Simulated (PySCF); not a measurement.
# Reading the logs of faulty runs: AlBClH2O cation

Calculated results; nothing here was measured. They come from PySCF 2.14.0, an open-source quantum chemistry program, on an isolated molecule that a program drew, which may never have been made. The molecule is AlBClH2O cation (charge +1, singlet), drawn as the SMILES string `[OH][Al+][BH]Cl`.

Each row is a Hartree-Fock (HF) and frozen-core CCSD(T) single point in the cc-pV(D+d)Z basis, meant for a local HF minimum. Run 1 is clean. Each other run has one planted mistake out of seven kinds, and not every kind appears here: one electron removed, one electron added, multiplicity raised by two, geometry at a saddle point, minimal basis STO-3G, one bond length entered in bohr, all coordinates scaled. The reference is restricted for singlets and unrestricted otherwise, and also for a bond in bohr. Adding or removing an electron swaps singlet and doublet. Electrons count all cores. HOMO and LUMO are orbital energies over both spins, the gradient is its largest component, and the lowest frequency (negative if imaginary) is given only where the gradient is small. Bond lengths are over the 5 bonds as drawn. T1 is the CCSD diagnostic: over 0.02 (restricted) or 0.045 (unrestricted) a single reference is doubtful.

Geometry of the clean run:
```xyz
6
AlBClH2O cation, angstrom
O     0.5102    0.9180   -2.3832
Al   -0.1251    0.7710   -0.9215
B    -0.9716    0.5757    1.0829
Cl    0.0581    0.9319    2.4018
H     0.8920    1.0066   -3.2403
H    -2.1010    0.2340    1.1907
```

```
run,electrons,basis functions,<S^2>,HOMO (eV),LUMO (eV),gradient (hartree/bohr),lowest frequency (cm^-1),mean bond (Å),longest bond (Å),T1,HF (hartree),CCSD(T) (hartree),mistake
1,44,84,0.000,-16.14,-4.80,2.5e-05,87,1.5246,2.185,0.0186,-801.95708,-802.44851,no fault
2,45,84,0.759,-6.02,1.71,6.1e-02,-,1.5246,2.185,0.0164,-802.15439,-802.66015,one electron added
3,44,84,2.016,-12.87,-7.92,2.0e-02,-,1.5246,2.185,0.0308,-801.83239,-802.32259,multiplicity raised by two
4,44,84,0.000,-15.98,-4.65,8.8e-02,-,1.4210,2.036,0.0161,-801.92162,-802.40665,?
```

**Which mistake was planted in run 4, and what did it cost?**

The mean and the longest bond both change by the same factor, 0.932, and the gradient is no longer small. So the mistake is: all coordinates scaled. Subtracting run 1 and multiplying by 627.51 kcal/mol a hartree, the energy moved by 22.3 kcal/mol in HF and 26.3 kcal/mol in CCSD(T).

